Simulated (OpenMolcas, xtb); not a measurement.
# How methods differ on GaSiH7O (SMILES [SiH3][OH+][GaH3-])

GaSiH7O: 10 atoms, total charge 0, spin state singlet. As SMILES, `[SiH3][OH+][GaH3-]`. Geometry: relaxed at PBE0-D4/def2-TZVP.

Each level gives the dipole moment (D). The values are calculated.

| level | kind | program | value (D) | CPU time |
| --- | --- | --- | --- | --- |
| GFN1-xTB | semi-empirical | xtb | 4.21 | under 2 s |
| HF/6-31G* (spherical functions) | Hartree–Fock | OpenMolcas | 3.87 | 13 s |
| SVWN5/6-31G* (spherical functions) | LDA | OpenMolcas | 3.82 | 35 s |
| PBE/6-31G* (spherical functions) | GGA | OpenMolcas | 3.77 | 45 s |
| revPBE/6-31G* (spherical functions) | GGA | OpenMolcas | 3.76 | 49 s |
| M06-L/6-31G* (spherical functions) | meta-GGA | OpenMolcas | 3.80 | 58 s |
| PBE0/6-31G* (spherical functions) | global hybrid | OpenMolcas | 3.79 | 44 s |

All-electron rows without a relativistic Hamiltonian named are non-relativistic. The values span 3.76 to 4.21 D. Magnitudes only. Times are those of the runs behind each value, whatever else they computed, on shared processors of several kinds: orders of magnitude only.
